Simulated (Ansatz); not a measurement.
`C[Se][Al]([F])[Cl]` + HCl → `[F][Al]([Cl])[Cl]` + `C[SeH]` at 500 K and 1 bar (ligand exchange at the Al–Se bond).

Computed with Ansatz on PBE0-D4/def2-TZVP structures; ΔE is electronic, products minus reactants. CBS: MP2 limit from def2 TZ/QZ plus the TZ coupled-cluster correction, frozen cores. This one scheme is used for every species. For Se outer-core shells are correlated without core-valence functions, which leaves a few kJ/mol of doubt a bond. Scalar relativity is left out up to krypton. One conformer a species, not always the lowest.

```json
{"species": "`C[Se][Al]([F])[Cl]`", "CCSD(T)/CBS energy (Eh)": "-3242.34628", "H − E (kJ/mol)": "158.5", "S (J/(mol·K))": "447.2"}
{"species": "HCl", "CCSD(T)/CBS energy (Eh)": "-460.38127", "H − E (kJ/mol)": "32.5", "S (J/(mol·K))": "201.9"}
{"species": "`[F][Al]([Cl])[Cl]`", "CCSD(T)/CBS energy (Eh)": "-1261.58534", "H − E (kJ/mol)": "45.6", "S (J/(mol·K))": "348.3"}
{"species": "`C[SeH]`", "CCSD(T)/CBS energy (Eh)": "-2441.15625", "H − E (kJ/mol)": "142.1", "S (J/(mol·K))": "299.3"}
```

H − E and S are ideal-gas, rigid-rotor, harmonic terms from PBE0-D4/def2-TZVP, for one conformer and one mirror image of each species. 1 Eh = 2625.50 kJ/mol, R = 8.31446 J/(mol·K).

By hand: ΔE, ΔH, ΔS and ΔG.

ΔE = (-1261.58534) + (-2441.15625) − (-3242.34628) − (-460.38127) = -0.01404 Eh = -36.9 kJ/mol. Δ(H − E) = 45.6 + 142.1 − 158.5 − 32.5 = -3.3, so ΔH = -40.2 kJ/mol. ΔS = 348.3 + 299.3 − 447.2 − 201.9 = -1.5 J/(mol·K). ΔG = -40.2 − 500 × (-1.5)/1000 = -39.5 kJ/mol.

By hand: the equilibrium constant, and the temperature at which ΔG would vanish if ΔH and ΔS stayed fixed.

log₁₀ K = −ΔG/(RT ln 10) = 4.1. ΔG = 0 at ΔH/ΔS = 26800 K, far beyond where these terms or the molecules hold.

The number of gas molecules stays the same, so ΔS is small and ΔH decides. A doubt of 5 kJ/mol in ΔE shifts log₁₀ K by 0.5 here. Other conformers and mirror images would add mixing entropy, several J/(mol·K) or more a flexible species. Modes under 60 cm⁻¹, often nearly free rotors, make the harmonic entropy too high. These are equilibria of isolated gas molecules and say nothing of rates. Largest T1 diagnostic: 0.010 (customary marks: 0.02 for closed shells, 0.045 for open ones).
